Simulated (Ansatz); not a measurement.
**A geometry optimisation of CuFH3InSi with PBE-D3(BJ)/def2-SVP**

The starting geometry of this gas-phase singlet was optimised with GFN2-xTB.

```xyz
7

Cu   -0.8859   -0.2903    1.9662
F    -3.3923    1.5402    0.9238
In   -3.7796    0.3582    2.7294
Si   -1.2633    1.1042    0.1951
H    -0.8657   -1.1717    3.2458
H    -1.8575    0.8905   -1.1523
H    -1.1045    2.5750    0.0386
```

**Question.** Predict what it relaxes into with PBE-D3(BJ)/def2-SVP.

**Answer.** It rearranges, giving a structure given below by its coordinates. Distances that change by over a tenth: Cu1–In3 (3.06 → 2.57 Å). Contacts that open: F2–In3 (2.19 → 2.68 Å). Contacts that close: F2–Si4 (2.29 → 1.73 Å).

The energy falls by 1.10 eV over 11 steps:

| step | E − E(last) (eV) |
| --- | --- |
| 1 | 1.105 |
| 2 | 0.518 |
| 3 | 0.263 |
| 4 | 0.063 |
| 5 | 0.018 |
| 7 | 0.002 |
| 8 | 0.000 |
| 9 | 0.000 |
| 10 | 0.000 |
| 11 | 0.000 |

Final geometry (Å):

```json
{"atom": "Cu", "x (Å)": "-1.0008", "y (Å)": "-0.2130", "z (Å)": "1.9208"}
{"atom": "F", "x (Å)": "-3.2607", "y (Å)": "1.6173", "z (Å)": "0.7041"}
{"atom": "In", "x (Å)": "-3.3572", "y (Å)": "0.0947", "z (Å)": "2.9043"}
{"atom": "Si", "x (Å)": "-1.6403", "y (Å)": "1.2348", "z (Å)": "0.2524"}
{"atom": "H", "x (Å)": "-1.1214", "y (Å)": "-1.0843", "z (Å)": "3.2344"}
{"atom": "H", "x (Å)": "-1.7809", "y (Å)": "0.7603", "z (Å)": "-1.1809"}
{"atom": "H", "x (Å)": "-0.9875", "y (Å)": "2.5962", "z (Å)": "0.1113"}
```

Frequencies at the end are all real (lowest 36 cm⁻¹). Atoms past krypton carry core potentials, without spin–orbit terms. Run with Ansatz 0.2.0, 11 s on 2 threads of Intel(R) Xeon(R) 6975P-C (Granite Rapids), with other jobs on the host.
